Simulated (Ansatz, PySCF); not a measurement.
C2H5O, SMILES CC[O-], charge -1.

Geometry: PBE0-D3(BJ)/def2-SVPD.

Estimates of the vertical detachment energy (IE) of the anion in eV. Rows of orbital energies are one-electron estimates, which approximate functionals can put far too low.

```
level                                                               IE
----------------------------------------------------------------  ----
−ε(HOMO), −ε(LUMO), HF/def2-TZVPD (PySCF)                         3.05
−ε(HOMO), −ε(LUMO), PBE/def2-TZVPD (PySCF)                           …
ΔSCF, ωB97X-V/def2-SVPD (Ansatz), final states of multiplicity 2  1.71
ΔSCF, PBE/def2-SVPD (Ansatz), final states of multiplicity 2      1.83
```

Task: Some entries are withheld; supply them. (An estimate is asked for; the answer gives what the named calculation found.)

Result: 
- −ε(HOMO), −ε(LUMO), PBE/def2-TZVPD (PySCF), IE: -1.59

Task: What vertical singlet–triplet gap does ΔSCF give with ωB97X-V/def2-SVPD (Ansatz, a first-principles code) and with PBE/def2-SVPD (Ansatz)? (Estimate from the structure and the level; the computed values follow.)

Result: 3.95 and 3.54 eV (triplet above singlet where positive).
